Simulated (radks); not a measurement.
Results of a calculation; reference values are marked as such.
Question: Species: Ag I. Configuration: [Kr] 4d10 5f1 (not the ground configuration). Level of theory: Dirac Kohn-Sham, PBEsol, spin-unpolarised, spherical densities, point nucleus; open shells fill j = l - 1/2 first (a radial shooting solver on a logarithmic mesh with Libxc functionals). Some entries of the table are withheld. Estimate them.

orbital  occ.  eigenvalue (eV)  <r^2> (bohr^2)  r(max) (bohr)
1s1/2       2        -25308.48        0.001309        0.02016
2s1/2       2        -3731.474         0.02142         0.1141
2p1/2       2              (1)         0.01600        0.08820
2p3/2       4              (2)         0.01733        0.09246
3s1/2       2              (3)          0.1555         0.3330
3p1/2       2        -585.0142          0.1509         0.3194
3p3/2       4        -554.0984          0.1600         0.3293
3d3/2       4              (4)          0.1410         0.2721
3d5/2       6              (5)          0.1438         0.2749
4s1/2       2        -101.9876          0.9446         0.8226
4p1/2       2              (6)           1.103         0.8599
4p3/2       4              (7)           1.176         0.8852
4d3/2       4         -14.8481           2.311          1.031
4d5/2       6         -14.2800           2.389          1.043
5f5/2       1          -0.3589           999.9          33.24
5f7/2       0          -0.3589           999.8          33.25

Answer: 
(1) 2p1/2 eigenvalue (eV): -3468.638
(2) 2p3/2 eigenvalue (eV): -3293.458
(3) 3s1/2 eigenvalue (eV): -689.5662
(4) 3d3/2 eigenvalue (eV): -368.8440
(5) 3d5/2 eigenvalue (eV): -362.6161
(6) 4p1/2 eigenvalue (eV): -69.1097
(7) 4p3/2 eigenvalue (eV): -64.0125
